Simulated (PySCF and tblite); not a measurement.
Values are calculated unless marked as measured or tabulated.
C₅H₁₄Si₂, numbered as in [SiH3:1][C@@H:2]1[CH2:3][CH2:4][CH2:5][SiH2:6][CH2:7]1.

First level. Search: ETKDG, MMFF94s, GFN2-xTB, 60 starts; geometries at GFN2-xTB. Weights use PBE0-D3(BJ)/pcSseg-1 energies plus GFN2-xTB zero-point and thermal terms (modes under about 100 cm⁻¹ blended into free rotors). Symmetry numbers and mirror images are counted. Conformers within 3 kcal/mol (GFN2-xTB free energy) were kept, 10 at most. GIAO shieldings: PBE0/pcSseg-1. Shifts are against TMS (¹H), TMS (¹³C), TMS (²⁹Si) at the same level; of two unlike H on one atom, a is the less shielded. Programs: PySCF with density fitting and tblite.

It gives, at 298.15 K, with 2 conformers (largest weight 93 %): ¹H: 4.18 (H6a, 1H), 4.12 (H6b, 1H), 3.75 (H1, 3H), 2.23 (H4a, 1H), 1.82 (H3a, 1H), 1.46 (H4b, 1H), 1.04 (H3b, 1H), 1.02 (H2, 1H), 1.01 (H7a, 1H), 1.00 (H5a, 1H), 0.80 (H5b, 1H), 0.61 (H7b, 1H) ppm. ¹³C: 35.8 (C3), 30.9 (C4), 22.9 (C2), 13.8 (C7), 11.2 (C5) ppm. ²⁹Si: -50.5 (Si6), -58.9 (Si1) ppm.

Second level: GFN2-xTB geometries, energies revPBE-D3(BJ)/pcSseg-1 (IEF-PCM, acetonitrile), shieldings revPBE/pcSseg-1 (IEF-PCM, acetonitrile), on up to 4 of the same conformers.

Problem. How do the averaged shifts change?

Solution. 
```json
{"signal": "H1", "first": "3.75", "second": "3.69", "change (ppm)": "-0.06"}
{"signal": "H2", "first": "1.02", "second": "1.38", "change (ppm)": "0.35"}
{"signal": "H3a", "first": "1.82", "second": "1.93", "change (ppm)": "0.12"}
{"signal": "H3b", "first": "1.04", "second": "1.24", "change (ppm)": "0.20"}
{"signal": "H4a", "first": "2.23", "second": "2.32", "change (ppm)": "0.09"}
{"signal": "H4b", "first": "1.46", "second": "1.62", "change (ppm)": "0.15"}
{"signal": "H5a", "first": "1.00", "second": "1.11", "change (ppm)": "0.11"}
{"signal": "H5b", "first": "0.80", "second": "0.97", "change (ppm)": "0.17"}
{"signal": "H6a", "first": "4.18", "second": "4.12", "change (ppm)": "-0.06"}
{"signal": "H6b", "first": "4.12", "second": "4.02", "change (ppm)": "-0.09"}
{"signal": "H7a", "first": "1.01", "second": "1.19", "change (ppm)": "0.17"}
{"signal": "H7b", "first": "0.61", "second": "0.83", "change (ppm)": "0.22"}
{"signal": "C2", "first": "22.9", "second": "26.3", "change (ppm)": "3.4"}
{"signal": "C3", "first": "35.8", "second": "37.7", "change (ppm)": "1.9"}
{"signal": "C4", "first": "30.9", "second": "33.3", "change (ppm)": "2.4"}
{"signal": "C5", "first": "11.2", "second": "13.1", "change (ppm)": "1.9"}
{"signal": "C7", "first": "13.8", "second": "15.6", "change (ppm)": "1.8"}
{"signal": "Si1", "first": "-58.9", "second": "-63.9", "change (ppm)": "-5.0"}
{"signal": "Si6", "first": "-50.5", "second": "-53.0", "change (ppm)": "-2.5"}
```

The largest weight becomes 92 %.

Unscaled ²⁹Si shifts at such levels can be off by tens of ppm; differences between conformers or isomers are more reliable. Shifts are unscaled: against experiment ¹³C can be off by 15 ppm or more and ¹H by 0.8 ppm.
